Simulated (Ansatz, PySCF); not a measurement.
Pulling on the C2–H7 bond in C2H6Ge (SMILES C=[CH][GeH3]) (multiplicity 1 held, fragments rigid). Energies count from the point at 1.087 Å.
Geometry at that point (charge 0, multiplicity 1):
```xyz
9

Ge     0.668    -0.230    -0.114
C     -1.035     0.716    -0.153
C     -2.062     0.405     0.631
H      0.974    -0.847    -1.491
H      0.587    -1.344     0.945
H      1.814     0.736     0.240
H     -1.141     1.539    -0.854
H     -3.001     0.947     0.590
H     -2.012    -0.407     1.349
```

Unrestricted levels (U-) break spin symmetry where that is lower. Active spaces are followed from a long bond inwards. Left out are points that failed, MP2 points in a non-variational dive below the minimum, coupled-cluster points behind a sign of a changed root (a jump of the amplitudes, or a one-step jump against full CI or MRCI), small-basis points behind a change of solution, and semi-empirical points at long bonds. Curves can end on different states.

Correlated levels freeze the cores. Filled d and f shells under p-block atoms count as core. Rows in 3-21G, LANL2DZ carry no dispersion term and start afresh at each structure; the Pople sets are all-electron and without relativity. LANL2DZ brings its own core potentials from Na on.

Codes used: Ansatz (a first-principles code); PySCF for 3-21G rows, LANL2DZ rows. Each number belongs to the level named beside it.

Energies in kJ/mol.

```json
[
 {"R (Å)": "0.869", "R-HF/3-21G": "121", "U-B3LYP/LANL2DZ": "131", "U-SCS-MP2/cc-pVTZ": "122", "CASSCF(2,2)/cc-pVTZ": "129"},
 {"R (Å)": "0.978", "R-HF/3-21G": "21", "U-B3LYP/LANL2DZ": "27", "U-SCS-MP2/cc-pVTZ": "24", "CASSCF(2,2)/cc-pVTZ": "28"},
 {"R (Å)": "1.087", "R-HF/3-21G": "0", "U-B3LYP/LANL2DZ": "0", "U-SCS-MP2/cc-pVTZ": "0", "CASSCF(2,2)/cc-pVTZ": "0"},
 {"R (Å)": "1.195", "R-HF/3-21G": "20", "U-B3LYP/LANL2DZ": "14", "U-SCS-MP2/cc-pVTZ": "16", "CASSCF(2,2)/cc-pVTZ": "12"},
 {"R (Å)": "1.304", "R-HF/3-21G": "62", "U-B3LYP/LANL2DZ": "50", "U-SCS-MP2/cc-pVTZ": "54", "CASSCF(2,2)/cc-pVTZ": "45"},
 {"R (Å)": "1.467", "R-HF/3-21G": "141", "U-B3LYP/LANL2DZ": "120", "U-SCS-MP2/cc-pVTZ": "126", "CASSCF(2,2)/cc-pVTZ": "110"},
 {"R (Å)": "1.630", "R-HF/3-21G": "225", "U-B3LYP/LANL2DZ": "194", "U-SCS-MP2/cc-pVTZ": "228", "CASSCF(2,2)/cc-pVTZ": "177"},
 {"R (Å)": "1.901", "R-HF/3-21G": "361", "U-B3LYP/LANL2DZ": "307", "U-SCS-MP2/cc-pVTZ": "402", "CASSCF(2,2)/cc-pVTZ": "273"},
 {"R (Å)": "2.173", "R-HF/3-21G": "480", "U-B3LYP/LANL2DZ": "392", "U-SCS-MP2/cc-pVTZ": "466", "CASSCF(2,2)/cc-pVTZ": "341"},
 {"R (Å)": "2.499", "R-HF/3-21G": "598", "U-B3LYP/LANL2DZ": "440", "U-SCS-MP2/cc-pVTZ": "494", "CASSCF(2,2)/cc-pVTZ": "388"},
 {"R (Å)": "2.934", "R-HF/3-21G": "722", "U-B3LYP/LANL2DZ": "463", "U-SCS-MP2/cc-pVTZ": "505", "CASSCF(2,2)/cc-pVTZ": "415"},
 {"R (Å)": "3.477", "R-HF/3-21G": "833", "U-B3LYP/LANL2DZ": "471", "U-SCS-MP2/cc-pVTZ": "left out", "CASSCF(2,2)/cc-pVTZ": "425"}
]
```

Doubts at one or more of the structures used: a restricted determinant that unrestricted orbitals would lower (R-HF/3-21G); a spin-contaminated determinant (U-B3LYP/LANL2DZ, U-SCS-MP2/cc-pVTZ).
